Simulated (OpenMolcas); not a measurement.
Ru III.

```json
{
  "Program": "OpenMolcas 26.06",
  "Method": "CASSCF",
  "Basis": "ANO-RCC-VTZP [7s6p4d2f1g]",
  "Scalar Hamiltonian": "DKH2, point nucleus",
  "Active space": "6 electrons in 6 orbitals (4d 5s)",
  "State averaging": "2S+1 = 5 even, 30 roots; 2S+1 = 7 even, 1 root kept (CI in the orbitals of an earlier block); 2S+1 = 3 even, 127 roots kept (CI in the orbitals of an earlier block, 107 in the spin-orbit step); 2S+1 = 1 even, 102 roots kept (CI in the orbitals of an earlier block, 62 in the spin-orbit step)",
  "Spin-orbit coupling": "RASSI with atomic mean-field integrals over the reference wave functions, term energies averaged over their components"
}
```

Levels without dynamic correlation, in cm-1 above 4d6 5D4:

```tsv
Level	E
4d6 3F3(1)	21271
4d6 3H6	18647
4d6 3P2(1)	19478
4d6 3G5	23144
```

On this reference, MS-CASPT2, IPEA 0.25 Eh, imaginary shift 0.1 Eh (closed shells correlated: 4s 4p) puts 4d6 3F3(1) at 17580 cm-1.

Question: Estimate the other levels at that method by one scale factor, and say how well it serves.

Answer: The factor is 17580 / 21271 = 0.826. Scaled values beside those that MS-CASPT2 gives:
```
     Level  Scaled  MS-CASPT2  Miss (%)
   4d6 3H6   15402      16200      -4.9
4d6 3P2(1)   16089      15520      +3.7
   4d6 3G5   19117      19590      -2.4
```
For these levels the scaled values miss MS-CASPT2 by up to 4.9 %, as correlation changes each term by its own factor, spin-orbit parts do not scale and CASPT2 has its own spread within terms. This holds within one configuration; levels of others move differently, and the target method has errors of its own against measurement.

CASPT2 does not keep the components of a term degenerate, so their means are used; among the terms shown or strongly mixed into the levels shown the widest spread is 110 cm-1 (4d6 3F(1), MS-CASPT2). Some high roots are left out of the spin-orbit mixing, which shifts the levels that they would mix with. Terms from blocks run as CI alone lack orbitals of their own. Without dynamic correlation excited terms often stand tens of per cent too high (terms of higher spin than the ground term too low), and those without a measured partner can miss by more than the paired ones (holds for CASSCF). Blocks of more than 70 roots (2S+1 = 3 even) ran without multistate coupling (holds for MS-CASPT2). Levels of configurations outside the active space are missing.

A number in round brackets counts repeated terms of one configuration in the order of the reference energies.
